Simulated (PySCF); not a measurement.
Species: trihydroxysilane, sum formula H4SiO3, charge 0, multiplicity 1. SMILES: O[SiH](O)O
Geometry from a B3LYP-D3(BJ)/def2-TZVP (Ansatz) optimisation:
```
Si
O 1 1.6348
H 2 0.9613 1 118.21
O 1 1.6377 2 109.17 3 -45.13
H 4 0.9606 1 117.30 2 147.31
O 1 1.6461 2 114.29 3 72.17
H 6 0.9602 1 118.55 2 65.02
H 1 1.4697 2 104.44 3 -166.65
```

Dispersion corrections to the total energy (kcal/mol) from the dftd3 and dftd4 libraries through PySCF: D3(BJ) without and D4 with the three-body term, each with the damping fitted for the functional named.

```json
[
 {"functional": "BHLYP", "D3(BJ)": "[?]", "D4": "-3.57"},
 {"functional": "B2PLYP", "D3(BJ)": "[?]", "D4": "-2.10"},
 {"functional": "LC-wPBE", "D3(BJ)": "-2.68", "D4": "-3.37"},
 {"functional": "TPSS", "D3(BJ)": "-3.62", "D4": "-4.11"},
 {"functional": "B3LYP", "D3(BJ)": "-5.08", "D4": "-4.91"},
 {"functional": "PBE0", "D3(BJ)": "-2.47", "D4": "-2.52"},
 {"functional": "revPBE", "D3(BJ)": "[?]", "D4": "-9.95"}
]
```

Question: What belongs in the gaps?

Answer: 
- BHLYP, D3(BJ): -4.04
- B2PLYP, D3(BJ): -2.37
- revPBE, D3(BJ): -7.32
